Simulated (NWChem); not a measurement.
Molecule: C2H6GeO; SMILES C=C[O][GeH3]

```xyz
10

C      0.0461     2.8793    -0.1680
C     -0.3077     1.6465     0.1969
O      0.5778     0.6088     0.2620
Ge    -0.0031    -1.0827    -0.0428
H      1.0624     3.1110    -0.4704
H     -0.6838     3.6810    -0.1498
H     -1.3302     1.4170     0.5094
H     -0.2006    -1.2902    -1.5630
H      1.1210    -1.9705     0.5183
H     -1.3418    -1.2732     0.7118
```
Atoms are numbered in this order, from 1.

Geometry: optimised at B3LYP/6-31G* (spherical d).

Question: Give the principal values of the shielding tensors (ppm) of C1, C2, O3, Ge4 from LDA (Slater exchange, VWN5)/pcSseg-1, GIAO (NWChem), with their diamagnetic and paramagnetic parts as GIAO splits them.

Answer: 
| atom | σ11 | σ22 | σ33 | isotropic | diamagnetic | paramagnetic |
|---|---|---|---|---|---|---|
| C1 | -25.4 | 111.0 | 153.8 | 79.8 | 256.0 | -176.2 |
| C2 | -86.3 | 50.1 | 84.7 | 16.1 | 255.1 | -239.0 |
| O3 | 71.1 | 228.4 | 292.9 | 197.5 | 399.7 | -202.3 |
| Ge4 | 1133.0 | 1146.1 | 1567.4 | 1282.2 | 2757.6 | -1475.5 |
